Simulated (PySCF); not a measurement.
C2H8Si2. Atoms are numbered in the order given.

```xyz
12

Si     0.0351     2.3181     0.0000
C     -0.4434     0.5058     0.0000
C      0.4434    -0.5058     0.0000
Si    -0.0351    -2.3181     0.0000
H      1.5251     2.4284     0.0000
H     -0.5154     3.0092    -1.2073
H     -0.5154     3.0092     1.2073
H     -1.5159     0.2599     0.0000
H      1.5159    -0.2599     0.0000
H      0.5154    -3.0092     1.2073
H      0.5154    -3.0092    -1.2073
H     -1.5251    -2.4284     0.0000
```

Geometry optimised at PBE0-D3(BJ)/def2-SVP.

Method: PySCF with PBE/pcSseg-1.

GIAO shieldings, no solvent; atoms alike by connectivity are averaged. δ = σ(ref) − σ: ²⁹Si against TMS (σ = 335.4 ppm); ¹³C against TMS (σ = 182.0 ppm); ¹H against TMS (σ = 31.49 ppm), references at their B3LYP-D3(BJ)/def2-TZVP geometries, non-relativistic.

Computed chemical shifts:
| nucleus | atoms | count | δ (ppm) |
|---|---|---|---|
| ²⁹Si | Si1, Si4 | 2 | -67.4 |
| ¹³C | C2, C3 | 2 | 156.2 |
| ¹H | H8, H9 | 2 | 7.35 |
| ¹H | H5, H6, H7, H10, H11, H12 | 6 | 4.57 |
